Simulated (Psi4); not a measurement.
F2Ge, charge +1, doublet, at a GFN2-xTB geometry (a state made from the parent by changing its charge; the spin is typed, not shown lowest), with bond 3-1 at 1.8 times its length; Psi4 with HF/6-31G.

The Psi4 input:
```
memory 2 GB

molecule mol {
1 2
Ge    0.009689   -0.006771    0.301893
F     0.795187    1.454606   -0.530416
F    -1.501097   -2.569536   -1.218884
}

set {
  basis 6-31g
  reference uhf
  stability_analysis check
  scf_type pk
}

energy('scf')
print_variables()
```

Q: What does Psi4 print? Leave out banner, timings and long lists.

A: 
```
   => Loading Basis Set <=

    Name: 6-31G
    Role: ORBITAL
    Keyword: BASIS

         ---------------------------------------------------------
                                   SCF
               by Justin Turney, Rob Parrish, Andy Simmonett
                          and Daniel G. A. Smith
                              UHF Reference
         ---------------------------------------------------------

  ==> Geometry <==

    Molecular point group: cs
    Full point group: Cs

    Geometry (in Angstrom), charge = 1, multiplicity = 2:

       Center              X                  Y                   Z               Mass
    ------------   -----------------  -----------------  -----------------  -----------------
         GE          -0.223319567360    -0.399746385092     0.000000000000    73.921177761000
         F           -1.882107620273     0.433194375783     0.000000000000    18.998403162730
         F            2.751025144282     1.122184954712     0.000000000000    18.998403162730

  Running in cs symmetry.

  Rotational constants: A =      0.64408  B =      0.07397  C =      0.06635 [cm^-1]
  Rotational constants: A =  19309.12367  B =   2217.57721  C =   1989.13307 [MHz]
  Nuclear repulsion =  136.871548403621773

  Charge       = 1
  Multiplicity = 2
  Electrons    = 49
  Nalpha       = 25
  Nbeta        = 24

  ==> Algorithm <==

  SCF Algorithm Type is PK.
  DIIS enabled.
  MOM disabled.
  Fractional occupation disabled.
  Guess Type is SAD.
  Energy threshold   = 1.00e-06
  Density threshold  = 1.00e-06
  Integral threshold = 1.00e-12

  ==> Primary Basis <==

  Basis Set: 6-31G
    Blend: 6-31G
    Number of shells: 21
    Number of basis functions: 47
    Number of Cartesian functions: 47
    Spherical Harmonics?: false
    Max angular momentum: 2

  ==> Integral Setup <==

  Using in-core PK algorithm.
   Calculation information:
      Number of atoms:                   3
      Number of AO shells:              21
      Number of primitives:             70
      Number of atomic orbitals:        47
      Number of basis functions:        47

      Integral cutoff                 1.00e-12
      Number of threads:                 1

  Performing in-core PK
  Using 1273512 doubles for integral storage.
  We computed 18927 shell quartets total.
  Whereas there are 26796 unique shell quartets.

  ==> DiskJK: Disk-Based J/K Matrices <==

    J tasked:                  Yes
    K tasked:                  Yes
    wK tasked:                  No
    Schwarz Cutoff:          1E-12

  Minimum eigenvalue in the overlap matrix is 8.0775577124E-04.
  Reciprocal condition number of the overlap matrix is 1.9963549940E-04.
    Using symmetric orthogonalization.

  ==> Pre-Iterations <==

  SCF Guess: Superposition of Atomic Densities via on-the-fly atomic UHF (no occupation information).

   -------------------------
    Irrep   Nso     Nmo
   -------------------------
     A'        35      35
     A"        12      12
   -------------------------
    Total      47      47
   -------------------------

  ==> Iterations <==

                        Total Energy        Delta E     RMS |[F,P]|

   @UHF iter SAD: -2268.35374960762965   -2.26835e+03   0.00000e+00
   @UHF iter   1: -2272.73061624359207   -4.37687e+00   6.21908e-02 DIIS/ADIIS
   @UHF iter   2: -2273.27355430282114   -5.42938e-01   3.94420e-02 DIIS/ADIIS
   @UHF iter   3: -2273.52422414078728   -2.50670e-01   6.68102e-03 DIIS/ADIIS
   @UHF iter   4: -2273.53289603708390   -8.67190e-03   8.23363e-04 DIIS/ADIIS
   @UHF iter   5: -2273.53323195307485   -3.35916e-04   1.65757e-04 DIIS/ADIIS
   @UHF iter   6: -2273.53326967996600   -3.77269e-05   5.84267e-05 DIIS
   @UHF iter   7: -2273.53328050719028   -1.08272e-05   3.88168e-05 DIIS
   @UHF iter   8: -2273.53328546011426   -4.95292e-06   3.64351e-05 DIIS
   @UHF iter   9: -2273.53329274716043   -7.28705e-06   3.59566e-05 DIIS
   @UHF iter  10: -2273.53330014226640   -7.39511e-06   3.59973e-05 DIIS
   @UHF iter  11: -2273.53329181747404    8.32479e-06   3.57503e-05 DIIS
   @UHF iter  12: -2273.53321641464754    7.54028e-05   3.31551e-05 DIIS
   @UHF iter  13: -2273.53313020969972    8.62049e-05   3.14341e-05 DIIS
   @UHF iter  14: -2273.53309667722397    3.35325e-05   2.57725e-05 DIIS
   @UHF iter  15: -2273.53292924191373    1.67435e-04   1.47018e-04 DIIS/ADIIS
   @UHF iter  16: -2273.53292798739903    1.25451e-06   1.45625e-04 DIIS/ADIIS
   @UHF iter  17: -2273.53293113101427   -3.14362e-06   1.34085e-04 DIIS/ADIIS
   @UHF iter  18: -2273.53293706373142   -5.93272e-06   1.13003e-04 DIIS/ADIIS
   @UHF iter  19: -2273.53294031692303   -3.25319e-06   6.53781e-05 DIIS
   @UHF iter  20: -2273.53294276486758   -2.44794e-06   2.01953e-05 DIIS
   @UHF iter  21: -2273.53294295771275   -1.92845e-07   5.71771e-06 DIIS
   @UHF iter  22: -2273.53294289537553    6.23372e-08   9.87600e-06 DIIS
   @UHF iter  23: -2273.53294297410002   -7.87245e-08   1.69679e-06 DIIS
   @UHF iter  24: -2273.53294297516095   -1.06093e-09   5.18977e-07 DIIS
  Energy and wave function converged.

    Negative totally symmetric eigenvalue detected: -0.004891
    Wavefunction unstable!
    Lowest UHF->UHF stability eigenvalues:
      Ap -0.004891      App -0.004772

    Stability analysis over.

  ==> Post-Iterations <==

   @Spin Contamination Metric:   9.808518664E-04
   @S^2 Expected:                7.500000000E-01
   @S^2 Observed:                7.509808519E-01
   @S   Expected:                5.000000000E-01
   @S   Observed:                5.000000000E-01

    Orbital Energies [Eh]
    ---------------------

    Alpha Occupied:

       1Ap  -405.619913     2Ap   -52.540538     3Ap   -46.631263
       1App  -46.631257     4Ap   -46.630175     5Ap   -26.569828
       6Ap   -26.497091     7Ap    -7.574480     8Ap    -5.546860
       2App   -5.546810     9Ap    -5.541304    10Ap    -2.001388
       3App   -2.001385    11Ap    -1.998108    12Ap    -1.995522
       4App   -1.995475    13Ap    -1.826755    14Ap    -1.751968
      15Ap    -0.994080    16Ap    -0.942817     5App   -0.890881
      17Ap    -0.890784    18Ap    -0.830931     6App   -0.830927
      19Ap    -0.751224

    Alpha Virtual:

       7App   -0.264694    20Ap    -0.263301    21Ap    -0.137786
      22Ap    -0.007142     8App    0.065863    23Ap     0.076477
      24Ap     0.138438    25Ap     1.219274     9App    1.264471
      26Ap     1.266039    10App    1.312010    27Ap     1.312103
      28Ap     1.451340    29Ap     1.478928    30Ap     1.653905
      31Ap     1.891737    32Ap     2.861655    11App    2.861662
      33Ap     2.889724    12App    2.889765    34Ap     3.141705
      35Ap    72.469096

    Beta Occupied:

       1Ap  -405.619900     2Ap   -52.540518     3Ap   -46.631258
       1App  -46.631252     4Ap   -46.630173     5Ap   -26.521528
       6Ap   -26.496994     7Ap    -7.574426     8Ap    -5.546834
       2App   -5.546782     9Ap    -5.541310    10Ap    -2.001367
       3App   -2.001364    11Ap    -1.998093    12Ap    -1.995513
       4App   -1.995465    13Ap    -1.751678    14Ap    -1.635420
      15Ap    -0.942959     5App   -0.834422    16Ap    -0.834285
       6App   -0.830754    17Ap    -0.830717    18Ap    -0.751311

    Beta Virtual:

      19Ap    -0.266967     7App   -0.264589    20Ap    -0.144376
      21Ap    -0.088312    22Ap     0.001823     8App    0.066044
      23Ap     0.082940    24Ap     0.140361     9App    1.288893
      25Ap     1.291151    26Ap     1.306399    10App    1.313708
      27Ap     1.439367    28Ap     1.466732    29Ap     1.520835
      30Ap     1.654578    31Ap     1.893101    32Ap     2.861737
      11App    2.861743    33Ap     2.889766    12App    2.889806
      34Ap     3.141752    35Ap    72.469127

    Final Occupation by Irrep:
             Ap   App
    DOCC [    18,    6 ]
    SOCC [     1,    0 ]
    NA   [    19,    6 ]
    NB   [    18,    6 ]

  @UHF Final Energy: -2273.53294297516095

   => Energetics <=

    Nuclear Repulsion Energy =            136.8715484036217731
    One-Electron Energy =               -3432.0929681429379343
    Two-Electron Energy =                1021.6884767641552116
    Total Energy =                      -2273.5329429751609496

  UHF NO Occupations:
  HONO-2 :    6App 1.9998662
  HONO-1 :   18 Ap 1.9998111
  HONO-0 :   19 Ap 1.0000000
  LUNO+0 :   20 Ap 0.0001889
  LUNO+1 :    7App 0.0001338
  LUNO+2 :   21 Ap 0.0001335
  LUNO+3 :   22 Ap 0.0000336

Computation Completed

Properties will be evaluated at   0.000000,   0.000000,   0.000000 [a0]

Properties computed using the SCF density matrix

 Multipole Moments:

 ------------------------------------------------------------------------------------
     Multipole            Electronic (a.u.)      Nuclear  (a.u.)        Total (a.u.)
 ------------------------------------------------------------------------------------

 L = 1.  Multiply by 2.5417464519 to convert [e a0] to [Debye]
 Dipole X            :         -0.6685824            1.2737350            0.6051527
 Dipole Y            :         -3.5182140            2.2800106           -1.2382034
 Dipole Z            :          0.0000000            0.0000000            0.0000000
 Magnitude           :                                                    1.3781718

 ------------------------------------------------------------------------------------

  Variable Map:
  ----------------------------------------------------------------------------
  "CURRENT ENERGY"           =>   -2273.532942975161
  "CURRENT REFERENCE ENERGY" =>   -2273.532942975161
  "DD SOLVATION ENERGY"      =>       0.000000000000
  "HF KINETIC ENERGY"        =>    2272.226810959186
  "HF POTENTIAL ENERGY"      =>   -4545.759753934347
  "HF TOTAL ENERGY"          =>   -2273.532942975161
  "HF VIRIAL RATIO"          =>       2.000574824665
  "NUCLEAR REPULSION ENERGY" =>     136.871548403622
  "ONE-ELECTRON ENERGY"      =>   -3432.092968142938
  "PCM POLARIZATION ENERGY"  =>       0.000000000000
  "PE ENERGY"                =>       0.000000000000
  "SCF ITERATION ENERGY"     =>   -2273.532942975161
  "SCF ITERATIONS"           =>      24.000000000000
  "SCF TOTAL ENERGY"         =>   -2273.532942975161
  "TWO-ELECTRON ENERGY"      =>    1021.688476764155
```
